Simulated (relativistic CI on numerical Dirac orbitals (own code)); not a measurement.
**How well does a small relativistic CI reproduce Mo⁶⁺?**

Method of calculation: Dirac-Coulomb-Breit CI, KLI orbitals optimised for each configuration, model QED, valence Slater integrals scaled by 0.9, configuration energies shifted to the measured levels that pair with them (semi-empirical) (own radial code, finite nucleus).

CI space (outside the closed core [Ar] 3d10): 4s2 4p6, 4s2 4p5 4d, 4s2 4p5 5s, 4s2 4p5 5d, 4s2 4p5 6s, 4s 4p6 5p, 4s2 4p5 6d, 4s2 4p5 7s, 4s2 4p5 8s, 4s2 4p5 9s, 4s2 4p4 4d2, 4s 4p6 4d, 4s2 4p5 4f, 4s 4p6 4f, 4p6 4d2, 4s2 4p5 5p, 4s2 4p4 4f2, 4s 4p5 4d2, 4s2 4p5 6p, 4s2 4p4 4d 4f, 4s 4p6 5s, 4s2 4p5 5f, 4s2 4p5 5g, 4p6 4f2, 4s2 4p4 4d 5s, 4s2 4p5 6f, 4s 4p6 5d, 4s2 4p4 4d 5p, 4s 4p6 6s, 4s 4p5 4d 4f. Levels of other configurations are missing.

```
Configuration  Term (tabulated)  J  Measured (cm⁻¹)  Computed  Error  Purity (%)
      4s2 4p6                1S  0              0.0         0      0          97
   4s2 4p5 4d               3P°  1         305563.0    305563      0          95
   4s2 4p5 4d               3D°  1         341711.0    340980   -731          94
   4s2 4p5 4d               1P°  1         417538.0    425844   8306          95
   4s2 4p5 5s        (3/2,1/2)°  1         481294.0    481207    -87          53
   4s2 4p5 5s        (1/2,1/2)°  1         502930.0    503017     87          53
   4s2 4p5 5d               3P°  1         658992.0    658992      0          89
   4s2 4p5 6s        (3/2,1/2)°  1         710061.0    709969    -92          62
   4s2 4p5 6s        (1/2,1/2)°  1         732563.0    732655     92          62
   4s2 4p5 7s        (3/2,1/2)°  1         816413.0    816326    -87          65
   4s2 4p5 7s        (1/2,1/2)°  1         839342.0    839429     87          65
   4s2 4p5 8s        (3/2,1/2)°  1         874998.0    874956    -42          47
   4s2 4p5 8s        (1/2,1/2)°  1         898093.0    898136     43          63
```

Measured levels from Sugar and Musgrove, J. Phys. Chem. Ref. Data 17, 155 (1988); pairs were made by configuration, J and term (by order where the table uses no LS term), so strongly mixed levels may be paired wrongly.

Mean error by configuration (cm⁻¹): 4s2 4p5 4d 2525; 4s2 4p5 5s 0; 4s2 4p5 5d 0; 4s2 4p5 6s 0; 4s2 4p5 7s 0; 4s2 4p5 8s 1. Over the excited levels the mean absolute error is 805 cm⁻¹ (12 of the 17 excited levels that our extract of the source holds in range could be paired, and the others can miss by more), and the median relative error of those above 1,000 cm⁻¹ is 0.012 %, both after the shifts were fitted to these levels, so that a configuration with one level shows no error.

Configurations whose levels could be paired with our table of measured levels were shifted onto them, all but the ground configuration, by the median error of their levels; single terms can still be off by 1,000 to 2,000 cm⁻¹ or more, and rates follow the energies as ν³ (E1, M1) or ν⁵ (E2). The others borrow a shift and can be off by several thousand cm⁻¹ or more. 12 of the 17 excited levels that our extract of the measured tables holds in this range could be paired (the sources list more); they are missed by 805 cm⁻¹ on average and 8306 at most, after the shifts were fitted to these levels, and levels without a partner can miss by more.

Shifts applied (cm⁻¹): 4s2 4p6 0; 4s2 4p5 4d -15076; 4s2 4p5 5s -26067; 4s2 4p5 5d -26211; 4s2 4p5 6s -26396; 4s2 4p5 7s -25428; 4s2 4p5 8s -25273.
